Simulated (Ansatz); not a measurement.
Program: Ansatz. Geometries: PBE0-D4/def2-TZVP. ΔE: electronic, gas phase. CCSD(T)/CBS adds triple-zeta CCSD(T) − MP2 to the extrapolated MP2 energy (def2 sets, frozen cores). This one scheme is used for every species. Functionals use def2-TZVPP. HSE06 is defined as in plane-wave codes. For Mg outer-core shells are correlated without core-valence functions, which leaves a few kJ/mol of doubt a bond. Each species was taken in one conformer, which may not be the lowest.

Consider the ligand exchange at the Si–O bond: `C[SiH2]O[SiH3]` + `[OH][Mg][OH]` → `[OH][Mg][O][SiH3]` + `C[SiH2]O`.

| level | ΔE (kcal/mol) |
| --- | --- |
| r2SCANh-D4 | -4.1 |
| HSE06-D4 | -3.9 |

Question: What does CCSD(T)/CBS give? (Best estimate.)

Answer: The calculation gave: -4.3 kcal/mol. The listed levels differ from it by 0.2, 0.4 kcal/mol.

Largest T1 diagnostic among the species: 0.011.

The D4 term adds +0.9 kcal/mol with B3LYP and +0.5 kcal/mol with PBE0; it sums over pairs of atoms, weighted by their polarisabilities, and B3LYP, whose exchange is more repulsive, gets the larger term. Leaving LDA and LC-ωPBE aside and taking each functional with its dispersion term where it has one, the values, not all of them listed here, spread over 1.8 kcal/mol, from B97M-V to BLYP-D4.

B3LYP here is the variant with VWN-RPA as its local correlation; programs differ in this.
